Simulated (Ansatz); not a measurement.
Job for Ansatz (a quantum-chemistry and plane-wave program): R-SVWN5/def2-TZVPP on H2OTe (SMILES O[TeH]), a point of a torsion scan. Elements past Kr take the def2 small-core potentials; no spin–orbit coupling.

Ansatz 0.2 input:
```yaml
crystal:
  periodic: [false, false, false]
  atoms:
    - {symbol: O, position_ang: [-0.96229382, 0.25588051, 0.43909712]}
    - {symbol: Te, position_ang: [0.79998922, 0.80770576, -0.34701126]}
    - {symbol: H, position_ang: [-1.36318184, -0.39149400, -0.13738454]}
    - {symbol: H, position_ang: [1.34295349, 1.07652981, 1.17027526]}
basis:
  gaussian:
    orbitals: def2-TZVPP
hamiltonian:
  xc: {name: SVWN5}
scf: {lower_state_search: off}
```

It printed:

```
WARN ansatz: RAYON_NUM_THREADS=1 ignored (pool sized by the plan → 1); use --threads N
Functional definition: SVWN5
these checks for a lower state are left out or cut short: stability, starts, cluster_reference, orbital_swaps, neighbouring_geometries, increment
integrals: 0.02 GiB planned
655 factors; their error is unknown
mean field: 0.24 GiB planned
mean field evaluation 1: about -9341.1657 eV, gradient 6.4e1 eV
mean field evaluation 2: about -9228.3984 eV, gradient 1.8e2 eV
mean field evaluation 4: about -9347.4358 eV, gradient 2.0e1 eV
mean field evaluation 8: about -9348.0879 eV, gradient 1.2e-1 eV
mean field evaluation 16: about -9347.9608 eV, gradient 1.7e-4 eV
mean field -9347.96083322 eV, -343.5312243455 hartree, gradient 2.8e-6 eV, S^2 0.000000; 0 other end points of the search recorded, 0 dependent functions left out
reference -9347.96086267 eV, -343.5312254277 hartree; 17, 17 occupied and 92, 92 virtual orbitals, 655 factors
Total energy: -9347.96086267 eV, -343.5312254277 hartree
Checks for a lower state left out: stability, starts, cluster_reference, orbital_swaps, neighbouring_geometries, increment
```

The run converged.

Cost: roughly 0.6 core-seconds.
